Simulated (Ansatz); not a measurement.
C₄H₁₀ClGa, SMILES `C[CH](C)[Ga]([CH3])[Cl]`. Total charge 0; spin multiplicity 1.

Cartesian coordinates in Å:
```
C -1.037 0.234 1.358
C -0.900 0.262 -0.160
C -1.005 1.677 -0.719
Ga 0.745 -0.649 -0.775
C 2.076 -1.749 0.149
Cl 1.146 -0.400 -2.900
H -1.008 -0.781 1.762
H -1.986 0.685 1.673
H -0.238 0.802 1.845
H -1.712 -0.335 -0.596
H -0.919 1.695 -1.807
H -0.223 2.328 -0.316
H -1.967 2.129 -0.449
H 2.074 -2.755 -0.277
H 1.884 -1.817 1.221
H 3.071 -1.328 -0.011
```

(1) List the harmonic frequencies (cm⁻¹, unscaled) at PBE0-D4/def2-TZVP in Ansatz. (An estimate is asked.)

(2) Is this a minimum?

(3) Give the ideal-gas thermochemistry at 298.15 K and 1 bar (rigid rotor, harmonic oscillator; point group C1, symmetry number 1).

(4) Rotational constants (cm⁻¹)?

Results:

(1) Computed: 16, 46, 88, 108, 139, 229, 234, 251, 265, 374, 388, 514, 592, 687, 745, 901, 923, 985, 992, 1120, 1185, 1223, 1237, 1322, 1396, 1415, 1444, 1445, 1477, 1490, 1495, 1500, 3017, 3024, 3026, 3056, 3086, 3087, 3106, 3124, 3140, 3156.

(2) Yes, all 42 modes are real.

(3) Zero-point energy 341.2 kJ/mol; H(298) − E = 370.6 kJ/mol; entropy 433.2 J/(mol·K), of which translation 172.4, rotation 120.8, vibration 139.9; G(298) − E = 241.5 kJ/mol. Modes under 100 cm⁻¹ are hindered rotations or soft bends, so the harmonic entropy is rough.

(4) 0.08431, 0.04888, 0.03252.
